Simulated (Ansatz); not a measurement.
BrCs, triplet, at the geometry of the source list (a higher spin typed on purpose: for a closed-shell molecule this is an excited state) (core potentials on Cs); PBE0/def2-SVP in Ansatz (an electronic-structure program).

Input for Ansatz:
Ansatz 0.2 input:
```yaml
crystal:
  periodic: [false, false, false]
  atoms:
    - {symbol: Cs, position_ang: [-1.02520000, -0.71830000, -0.87230000]}
    - {symbol: Br, position_ang: [1.02520000, 0.71830000, 0.87230000]}
basis:
  gaussian:
    orbitals: def2-SVP
hamiltonian:
  xc: pbe0
magnetization: {spin_polarized: true, initial_magnetization: 2}
scf: {lower_state_search: full}
```

Output, abridged:

```
Functional definition: PBE0
530 factors; integrals over basis functions are off by at most 3.5e-4 eV
mean field evaluation 1: about -70575.9393 eV, gradient 4.2e0 eV
mean field evaluation 2: about -70575.9532 eV, gradient 4.2e0 eV
mean field evaluation 4: about -70576.0638 eV, gradient 5.3e-1 eV
mean field evaluation 8: about -70576.0652 eV, gradient 5.3e-3 eV
mean field evaluation 16: about -70576.0652 eV, gradient 9.0e-5 eV
mean field evaluation 32: about -70576.0127 eV, gradient 2.5e0 eV
mean field evaluation 64: about -70576.0503 eV, gradient 8.0e-5 eV
mean field evaluation 96: about -70576.0503 eV, gradient 9.9e-4 eV
mean field evaluation 128: about -70576.0075 eV, gradient 1.6e0 eV
mean field -70576.06524058 eV, -2593.6225594162 hartree, gradient 3.1e-6 eV, S^2 2.002135; 8 other end points of the search recorded, 0 dependent functions left out
reference -70576.06528528 eV, -2593.6225610587 hartree; 23, 21 occupied and 33, 35 virtual orbitals, 530 factors
Total energy: -70576.06528528 eV, -2593.6225610587 hartree
```
